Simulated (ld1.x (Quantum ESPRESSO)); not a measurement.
# Logarithmic derivatives: O, PAW

ld1.x (Quantum ESPRESSO) 7.5 input, shortened:

```
&input
   title='O', zed=8., rel=2, dft='PBE', iswitch=3,
   config='[He] 2s1 2p5', rel_dist='average'
 /
 &inputp
   pseudotype=3, lpaw=.true., tm=.true., lloc=-1, rcloc=0.85,
   nlcc=.false.,
   which_augfun='BESSEL', rmatch_augfun=0.60
 /
4
2S  1  0   1.00   0.00  0.55  0.70  0.0
2S  1  0   0.00  -0.95  0.55  0.70  0.0
2P  2  1   5.00   0.00  1.65  1.95  0.0
2P  2  1   0.00   1.00  1.65  1.95  0.0
 &test
   configts(1)='2s1 2p5'
 /
```

Open shells are filled in proportion to 2j + 1 (rel_dist='average').

The phase is arctan(r·u′/u) with u = r·R(r), unwrapped; energies in Ry, scanned from -4 to 5 Ry. A pole is an energy at which the radial function vanishes at the test radius. The pseudo phase is shifted by a multiple of π to meet the all-electron one at the reference energy, and phase errors are pseudo minus all-electron; the curves can meet again beyond the range given. Levels narrower than the energy grid can be missing from the lists of poles.

Question: For each channel, where are the poles, and over which energies does the pseudopotential scatter like the atom?

Answer:

| channel | radius (bohr) | reference energy (Ry) | poles, all-electron | poles, pseudo | unbroken range about the reference energy with phases within 0.05 rad | phase error 1 Ry above the reference energy (rad) |
| --- | --- | --- | --- | --- | --- | --- |
| s | 2.15 | -1.79 | -1.47 | -1.47 | the whole range | -0.000 |
| p1/2 | 2.15 | -0.70 | -0.29 | -0.31, 1.78 | -0.9 to 1.4 | -0.014 |
| p3/2 | 2.15 | -0.69 | -0.28 | -0.31, 1.78 | -0.9 to 1.4 | -0.014 |

The ghost test of this file was not conclusive.

Phases in the p3/2 channel:

| E (Ry) | all-electron | pseudo |
| --- | --- | --- |
| -4.00 | 1.329 | 1.256 |
| -3.76 | 1.320 | 1.248 |
| -3.52 | 1.310 | 1.240 |
| -3.28 | 1.299 | 1.230 |
| -3.04 | 1.286 | 1.218 |
| -2.80 | 1.270 | 1.203 |
| -2.56 | 1.251 | 1.184 |
| -2.32 | 1.228 | 1.161 |
| -2.08 | 1.197 | 1.130 |
| -1.84 | 1.154 | 1.086 |
| -1.60 | 1.089 | 1.019 |
| -1.36 | 0.973 | 0.899 |
| -1.12 | 0.704 | 0.625 |
| -0.88 | -0.145 | -0.185 |
| -0.64 | -1.155 | -1.157 |
| -0.40 | -1.490 | -1.503 |
| -0.16 | -1.631 | -1.649 |
| 0.08 | -1.715 | -1.732 |
| 0.32 | -1.777 | -1.791 |
| 0.56 | -1.832 | -1.841 |
| 0.80 | -1.886 | -1.889 |
| 1.04 | -1.944 | -1.944 |
| 1.28 | -2.013 | -2.033 |
| 1.52 | -2.100 | -2.341 |
| 1.76 | -2.218 | -4.655 |
| 2.00 | -2.385 | -4.959 |
| 2.24 | -2.633 | -5.051 |
| 2.48 | -2.986 | -5.112 |
| 2.72 | -3.401 | -5.166 |
| 2.96 | -3.764 | -5.219 |
| 3.20 | -4.022 | -5.277 |
| 3.44 | -4.195 | -5.340 |
| 3.68 | -4.313 | -5.412 |
| 3.92 | -4.398 | -5.496 |
| 4.16 | -4.461 | -5.594 |
| 4.40 | -4.510 | -5.709 |
| 4.64 | -4.549 | -5.843 |
| 4.88 | -4.582 | -5.997 |
